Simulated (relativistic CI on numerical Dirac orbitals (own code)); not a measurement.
## Inner-shell lines of Hf LX

Calculated at this level of theory: Dirac-Coulomb-Breit CI, KLI orbitals optimised for each configuration, model QED (radiative potential, 1s self-energy scaled to tabulated hydrogen-like ionisation energies), valence Slater integrals scaled by 0.85 (own radial code, finite nucleus).

CI space (outside the closed core 1s2 2s2): 2p⁶3s²3p, 2p⁵3s²3p3d, 2p⁵3s²3p4s, 2p⁵3s²3p4d, 2p⁵3s3p²4s, 2p⁶3s3p². Levels of other configurations are missing.

The table holds the strongest lines. The upper levels have an inner-shell vacancy. Auger decay, open to those above the ionisation limit, is not computed, and radiative decays to configurations outside the model are missing too. Absolute energies can be off by a few tenths of a per cent, and at this charge the scaling can make term splittings too narrow, so close lines can change order. LS names give the leading component, which can be well under half, for lower levels too. Brackets number the levels in order of energy.

```
  λ (Å)                    Upper                Lower   A (s⁻¹)  gA (s⁻¹)
1.48333    2p⁵3s²3p3d ⁴D3/2 [13]  2p⁶3s²3p ²P°1/2 [1]  7.49e+13  3.00e+14
1.47994    2p⁵3s²3p3d ²D3/2 [32]  2p⁶3s²3p ²P°3/2 [3]  7.21e+13  2.88e+14
1.47001    2p⁵3s²3p3d ²D3/2 [38]  2p⁶3s²3p ²P°3/2 [3]  6.84e+13  2.74e+14
1.46839    2p⁵3s²3p3d ²D5/2 [40]  2p⁶3s²3p ²P°3/2 [3]  5.61e+13  3.37e+14
1.46681    2p⁵3s²3p3d ²P3/2 [43]  2p⁶3s²3p ²P°3/2 [3]  8.99e+13  3.60e+14
1.46516    2p⁵3s²3p3d ²P1/2 [45]  2p⁶3s²3p ²P°3/2 [3]  1.85e+14  3.71e+14
1.46363    2p⁵3s²3p3d ²D5/2 [47]  2p⁶3s²3p ²P°3/2 [3]  6.06e+14  3.64e+15
1.46188    2p⁵3s²3p3d ²P1/2 [24]  2p⁶3s²3p ²P°1/2 [1]  2.41e+15  4.82e+15
1.46159    2p⁵3s²3p3d ²D3/2 [25]  2p⁶3s²3p ²P°1/2 [1]  2.36e+15  9.43e+15
1.46091    2p⁵3s²3p3d ²D5/2 [49]  2p⁶3s²3p ²P°3/2 [3]  1.57e+15  9.43e+15
1.46043    2p⁵3s²3p3d ²P3/2 [50]  2p⁶3s²3p ²P°3/2 [3]  2.25e+15  9.00e+15
1.45981    2p⁵3s²3p3d ²S1/2 [51]  2p⁶3s²3p ²P°3/2 [3]  2.22e+15  4.44e+15
 1.4571    2p⁵3s²3p3d ²D5/2 [52]  2p⁶3s²3p ²P°3/2 [3]  1.73e+14  1.04e+15
 1.2928    2p⁵3s²3p3d ⁴D3/2 [62]  2p⁶3s²3p ²P°3/2 [3]  9.02e+13  3.61e+14
1.29201    2p⁵3s²3p3d ²D3/2 [54]  2p⁶3s²3p ²P°1/2 [1]  1.12e+15  4.46e+15
1.29049    2p⁵3s²3p3d ²P3/2 [65]  2p⁶3s²3p ²P°3/2 [3]  1.39e+15  5.55e+15
1.28993    2p⁵3s²3p3d ²D5/2 [66]  2p⁶3s²3p ²P°3/2 [3]  1.40e+15  8.42e+15
1.28976    2p⁵3s²3p3d ⁴P1/2 [67]  2p⁶3s²3p ²P°3/2 [3]  1.48e+15  2.95e+15
1.28957    2p⁵3s²3p3d ²P1/2 [55]  2p⁶3s²3p ²P°1/2 [1]  1.49e+15  2.97e+15
1.28811    2p⁵3s²3p3d ²D3/2 [56]  2p⁶3s²3p ²P°1/2 [1]  3.54e+14  1.42e+15
1.16018  2p⁵3s3p²4s ²F°7/2 [114]   2p⁶3s3p² ²D5/2 [5]  3.79e+13  3.04e+14
1.12611    2p⁵3s²3p4d ²P1/2 [97]  2p⁶3s²3p ²P°1/2 [1]  7.58e+14  1.52e+15
1.12608   2p⁵3s²3p4d ²D5/2 [149]  2p⁶3s²3p ²P°3/2 [3]  3.09e+14  1.85e+15
1.12605    2p⁵3s²3p4d ²D3/2 [98]  2p⁶3s²3p ²P°1/2 [1]  8.19e+14  3.27e+15
1.12579   2p⁵3s²3p4d ²P3/2 [152]  2p⁶3s²3p ²P°3/2 [3]  4.35e+14  1.74e+15
1.12533   2p⁵3s²3p4d ²S1/2 [154]  2p⁶3s²3p ²P°3/2 [3]  8.66e+14  1.73e+15
1.12518   2p⁵3s²3p4d ²P3/2 [155]  2p⁶3s²3p ²P°3/2 [3]  3.90e+14  1.56e+15
1.12513   2p⁵3s²3p4d ²D5/2 [156]  2p⁶3s²3p ²P°3/2 [3]  4.04e+14  2.42e+15
1.12088   2p⁵3s²3p4d ²D5/2 [158]  2p⁶3s²3p ²P°3/2 [3]  1.44e+14  8.65e+14
1.01763   2p⁵3s²3p4d ²D3/2 [185]  2p⁶3s²3p ²P°1/2 [1]  2.97e+14  1.19e+15
1.01733   2p⁵3s²3p4d ²P1/2 [186]  2p⁶3s²3p ²P°1/2 [1]  5.23e+14  1.05e+15
1.01667   2p⁵3s²3p4d ²P3/2 [215]  2p⁶3s²3p ²P°3/2 [3]  4.66e+14  1.86e+15
1.01655   2p⁵3s²3p4d ²D5/2 [216]  2p⁶3s²3p ²P°3/2 [3]  5.12e+14  3.07e+15
1.01635   2p⁵3s²3p4d ⁴P1/2 [217]  2p⁶3s²3p ²P°3/2 [3]  5.03e+14  1.01e+15
1.01451   2p⁵3s²3p4d ²D3/2 [190]  2p⁶3s²3p ²P°1/2 [1]  2.27e+14  9.09e+14
```
